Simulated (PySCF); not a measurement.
# Partial charges of `F[C@H]1CCC[C@H](F)CCC1`

Species: C8H14F2.
Numbering: `[F:1][C@H:2]1[CH2:3][CH2:4][CH2:5][C@H:6]([F:7])[CH2:8][CH2:9][CH2:10]1` (hydrogens: H11 on C2; H12, H13 on C3; H14, H15 on C4; H16, H17 on C5; H18 on C6; H19, H20 on C8; H21, H22 on C9; H23, H24 on C10)

Cartesian coordinates in Å at the GFN2-xTB level; atoms count from 1:
```xyz
24
C8H14F2 angstrom
F     -2.8431    0.4733    1.0595
C     -1.5463    0.2543    0.6041
C     -1.6084   -0.9529   -0.3258
C     -0.2673   -1.4814   -0.8411
C      0.8454   -1.5582    0.2108
C      1.8557   -0.4138    0.1322
F      2.9125   -0.7476    0.9713
C      1.3902    0.9847    0.5377
C      0.3969    1.6201   -0.4422
C     -1.0682    1.5697   -0.0014
H     -0.9779    0.0160    1.5098
H     -2.2457   -0.7014   -1.1765
H     -2.1104   -1.7464    0.2343
H      0.0748   -0.8813   -1.6841
H     -0.4532   -2.4841   -1.2308
H      0.4295   -1.6085    1.2173
H      1.4209   -2.4749    0.0615
H      2.2936   -0.3779   -0.8761
H      0.9786    0.9538    1.5468
H      2.2933    1.5981    0.5842
H      0.5105    1.1567   -1.4221
H      0.6512    2.6745   -0.5677
H     -1.7080    1.8104   -0.8532
H     -1.2363    2.3367    0.7593
```

Density: PBE0/pcSseg-1 (PySCF); schemes: Mulliken, IAO, Hirshfeld and ESP-fitted. The structure is a single GFN2-xTB conformer in the gas phase; no vibrational or solvent corrections.

Q: What partial charge does each atom carry?

A: In e:

| atom | environment | Mulliken | IAO | Hirshfeld | ESP-fitted |
| --- | --- | --- | --- | --- | --- |
| F1 | alkyl fluorine | -0.347 | -0.342 | -0.122 | -0.328 |
| C2 | sp3 C–F carbon | +0.137 | +0.186 | +0.065 | +0.321 |
| C3 | ring CH2 carbon | -0.192 | -0.274 | -0.079 | -0.103 |
| C4 | ring CH2 carbon | -0.256 | -0.261 | -0.062 | -0.138 |
| C5 | ring CH2 carbon | -0.220 | -0.279 | -0.079 | -0.128 |
| C6 | sp3 C–F carbon | +0.166 | +0.192 | +0.068 | +0.249 |
| F7 | alkyl fluorine | -0.345 | -0.341 | -0.122 | -0.299 |
| C8 | ring CH2 carbon | -0.220 | -0.279 | -0.079 | -0.116 |
| C9 | ring CH2 carbon | -0.256 | -0.261 | -0.062 | -0.138 |
| C10 | ring CH2 carbon | -0.192 | -0.274 | -0.079 | -0.140 |
| H11 | methine hydrogen | +0.105 | +0.124 | +0.034 | +0.047 |
| H12 | methylene hydrogen | +0.120 | +0.141 | +0.041 | +0.054 |
| H13 | methylene hydrogen | +0.132 | +0.144 | +0.040 | +0.056 |
| H14 | methylene hydrogen | +0.119 | +0.126 | +0.035 | +0.051 |
| H15 | methylene hydrogen | +0.132 | +0.146 | +0.045 | +0.065 |
| H16 | methylene hydrogen | +0.121 | +0.134 | +0.039 | +0.059 |
| H17 | methylene hydrogen | +0.135 | +0.151 | +0.042 | +0.072 |
| H18 | methine hydrogen | +0.101 | +0.124 | +0.036 | +0.042 |
| H19 | methylene hydrogen | +0.121 | +0.134 | +0.039 | +0.059 |
| H20 | methylene hydrogen | +0.135 | +0.151 | +0.042 | +0.067 |
| H21 | methylene hydrogen | +0.119 | +0.126 | +0.035 | +0.052 |
| H22 | methylene hydrogen | +0.132 | +0.146 | +0.045 | +0.067 |
| H23 | methylene hydrogen | +0.120 | +0.141 | +0.040 | +0.064 |
| H24 | methylene hydrogen | +0.132 | +0.144 | +0.040 | +0.066 |

Mean size of the charges over all atoms: IAO 0.192 e, Mulliken 0.169 e, ESP-fitted 0.116 e, Hirshfeld 0.057 e. Each set sums to the total charge, 0, to within 0.001 e. The ESP scheme is a least-squares fit of atom-centred charges to the potential on four shells outside the van der Waals surface, with the total charge fixed. The IAO scheme counts the electrons in orthogonalised intrinsic atomic orbitals, a minimal basis polarised so that it spans the occupied orbitals exactly.

Lowest charge. All schemes pick atoms of one kind: Mulliken F1 (-0.347); IAO F1 (-0.342); Hirshfeld F1 and F7 (-0.122); ESP-fitted F1 (-0.328).

Highest charge. All schemes pick atoms of one kind: Mulliken C6 (+0.166); IAO C6 (+0.192); Hirshfeld C6 (+0.068); ESP-fitted C2 (+0.321).

Q: How many electrons does the Mulliken scheme count on C8?

A: Z − q = 6 − (-0.220) = 6.220.

Q: Sum the charges by element.

A: 
```csv
element,atoms,Mulliken,IAO,Hirshfeld,ESP-fitted
F,2,-0.693,-0.683,-0.244,-0.627
C,8,-1.031,-1.248,-0.307,-0.194
H,14,+1.723,+1.931,+0.551,+0.821
```
